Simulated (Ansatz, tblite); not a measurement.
Removing and adding an electron: Si(CCH)Cl3 (C2HCl3Si). Charge 0, multiplicity 1. Geometry: r2SCAN-D4/def2-SVP. Ansatz, gas phase; energy differences of separate SCF runs; the oxidised species was run as a doublet alone; the reduced species was run as a doublet alone.

| atom | x (Å) | y (Å) | z (Å) |
| --- | --- | --- | --- |
| Si1 | 0.397 | -0.019 | -0.895 |
| C2 | -0.332 | 0.014 | 0.758 |
| C3 | -0.829 | 0.041 | 1.872 |
| H4 | -1.265 | 0.063 | 2.856 |
| Cl5 | 0.473 | -1.947 | -1.582 |
| Cl6 | 2.295 | 0.745 | -0.833 |
| Cl7 | -0.738 | 1.103 | -2.176 |

The xTB rows come from tblite. HOMO above LUMO, or a gap near zero within one spin, warns that the state may not be the lowest or that an electron is smeared out.

```tsv
level	−HOMO (eV)	vertical IE (eV)	−LUMO (eV)	vertical EA (eV)	HOMO–LUMO gap (eV)	IE − EA (eV)	remarks
GFN2-xTB	12.02	14.60	6.94	4.03	5.08	10.58	–
PBE-D4/def2-TZVP	7.64	10.37	1.98	–	5.66	–	gap within one spin near zero (+1 doublet)
PBE-D4/def2-TZVPD	7.68	–	2.06	-0.29	5.62	–	HOMO above zero (-1 doublet), gap within one spin near zero (-1 doublet)
PBE0-D4/def2-TZVPD	8.94	–	1.14	-0.48	7.79	–	HOMO above zero (-1 doublet)
```

Estimate the rows for GFN1-xTB, BLYP-D4/def2-TZVP, BLYP-D4/def2-TZVPD, PBE0-D4/def2-TZVP.


```
             level  −HOMO (eV)  vertical IE (eV)  −LUMO (eV)  vertical EA (eV)  HOMO–LUMO gap (eV)  IE − EA (eV)                                                                   remarks
          GFN1-xTB       12.55             14.84        6.76              3.85                5.79         10.99                                                                         –
 BLYP-D4/def2-TZVP        7.45             10.20        1.79                 –                5.65             –                                gap within one spin near zero (+1 doublet)
BLYP-D4/def2-TZVPD        7.49                 –        1.88             -0.40                5.61             –  HOMO above zero (-1 doublet), gap within one spin near zero (-1 doublet)
 PBE0-D4/def2-TZVP        8.91             10.89        1.07                 –                7.84             –                                                                         –
```

   A HOMO above zero means that the electron is unbound at that level or that self-interaction error raises the level; the energy of removing that electron tells which. Raw xTB energy differences between charge states are shifted by several eV; the methods need an empirical correction for them. A negative affinity means that the extra electron isn't bound; its size then hangs on the basis.
